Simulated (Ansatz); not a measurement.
Input file for Ansatz (a quantum-chemistry and plane-wave program): R-CCSD(T)/def2-SVPD on ClH3Se (a complex). The run froze 19 orbitals, filled d shells among them.

Ansatz 0.2 input:
```yaml
crystal:
  periodic: [false, false, false]
  atoms:
    - {symbol: Cl, position_ang: [0.27389745, -0.68935308, -0.39335070]}
    - {symbol: H, position_ang: [0.13762359, -0.22667304, 0.81354992]}
    - {symbol: Se, position_ang: [-0.03299106, 0.55159349, 3.19731004]}
    - {symbol: H, position_ang: [1.40280027, 0.29637002, 3.38945724]}
    - {symbol: H, position_ang: [-0.36905347, -0.81326807, 3.63065014]}
basis:
  gaussian:
    orbitals: def2-SVPD
magnetization: {spin_polarized: false}
correlation: {method: ccsd_t, electrons: outside_noble_gas}
scf: {lower_state_search: off}
```

The log:

```
WARN ansatz: RAYON_NUM_THREADS=1 ignored (pool sized by the plan → 1); use --threads N
Functional definition: HF
these checks for a lower state are left out or cut short: stability, starts, cluster_reference, orbital_swaps, neighbouring_geometries, increment
integrals: 0.10 GiB planned
875 factors; integrals over basis functions are off by at most 1.2e-3 eV
mean field: 0.26 GiB planned
mean field evaluation 1: about -77841.5476 eV, gradient 1.4e1 eV
mean field evaluation 2: about -77841.5759 eV, gradient 1.4e1 eV
mean field evaluation 4: about -77842.4600 eV, gradient 1.5e0 eV
mean field evaluation 8: about -77842.4768 eV, gradient 7.6e-5 eV
mean field -77842.47681288 eV, -2860.6582593476 hartree, gradient 1.6e-6 eV, S^2 0.000000; 0 other end points of the search recorded, 0 dependent functions left out
19 core orbitals not correlated
reference -77842.47681288 eV, -2860.6582593476 hartree; 8, 8 occupied and 65, 65 virtual orbitals, 875 factors
second order -8.19409359 eV of doubles, -0.00000000 eV of singles
coupled cluster: 0.21 GiB planned
cycle   1  -8.95363810 eV  change   -7.6e-1 eV  update   6.2e-2
cycle   2  -9.19215013 eV  change   -2.4e-1 eV  update   2.0e-2
cycle   3  -9.21155445 eV  change   -1.9e-2 eV  update   5.3e-3
cycle   4  -9.21045801 eV  change    1.1e-3 eV  update   1.5e-3
cycle   5  -9.20984461 eV  change    6.1e-4 eV  update   4.6e-4
cycle   6  -9.20975937 eV  change    8.5e-5 eV  update   1.5e-4
cycle   7  -9.20977588 eV  change   -1.7e-5 eV  update   5.1e-5
cycle   8  -9.20978285 eV  change   -7.0e-6 eV  update   1.6e-5
perturbative correction -0.23935148 eV, -0.0087960045 hartree
Total energy: -77851.92594720 eV, -2861.0055086290 hartree
Checks for a lower state left out: stability, starts, cluster_reference, orbital_swaps, neighbouring_geometries, increment
```

The calculation finished and met its thresholds.

Cost: very roughly 1.5 core-seconds.
